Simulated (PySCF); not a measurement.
C₅H₉N, SMILES C=C(C)/N=C/C. Geometry optimised at PBE-D3(BJ)/def2-SVP. The structure was generated by enumeration; whether it is a known compound was not checked. One conformer was computed; it need not be the lowest.

Computed equilibrium geometry at PBE-D3(BJ)/def2-SVP (PySCF confirms it by a frequency run) as a Z-matrix (one conformer of several):
```
N
C 1 1.2814
C 1 1.4030 2 120.74
C 3 1.3564 1 122.45 2 55.33
H 4 1.0995 3 120.86 1 174.67
H 4 1.1003 5 118.01 3 176.02
H 2 1.1200 1 120.53 3 3.77
C 2 1.4955 7 116.99 1 179.78
H 8 1.1060 2 110.52 7 179.33
H 8 1.1110 9 109.58 2 122.36
H 8 1.1114 9 109.31 10 116.00
C 3 1.5065 4 123.72 5 -0.74
H 12 1.1058 3 111.68 4 -0.26
H 12 1.1095 13 109.23 3 -122.02
H 12 1.1109 13 108.64 14 -115.79
```
